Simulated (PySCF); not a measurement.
How methods differ on the ionisation energy of Ce⁴³⁺

Ce⁴³⁺ [Ne] 3s2 3p3 (4S) → Ce⁴⁴⁺ [Ne] 3s2 3p2 (3P), as a difference of total energies. All numbers are calculated (PySCF 2.14, the non-relativistic Hamiltonian (point nucleus), in an uncontracted even-tempered set (16 s from 8.8 bohr⁻², ratio 2.5; 10 p from 11 bohr⁻², ratio 2.5; 4 d from 46 bohr⁻², ratio 2.7; 4 f from 69 bohr⁻², ratio 2.7)). Correlated levels: outer shells: 1s2 frozen; virtual orbitals above 40 to 60 times the deepest correlated orbital energy dropped. The calculations carry no spin-orbit coupling.

| method | ionisation energy (eV) |
| --- | --- |
| UHF | 3348.5 |
| MP2 (outer shells) | 3348.6 |
| SCS-MP2 (outer shells) | 3348.3 |
| CCSD (outer shells) | 3348.2 |
| CCSD(T) (outer shells) | 3348.2 |

Spin-orbit coupling is strong in these open shells (close to jj coupling). The scalar numbers leave it out and a first-order estimate fails, so it can dominate the gap to the real levels.

The ground level that NIST lists for one species does not belong to the high-spin term computed here, so part of any gap is the choice of state.

The gap to the reference is mostly relativistic.

For comparison: 3366 ± 4 eV (theoretical estimate listed by NIST; NIST Atomic Spectra Database, ionization energies).
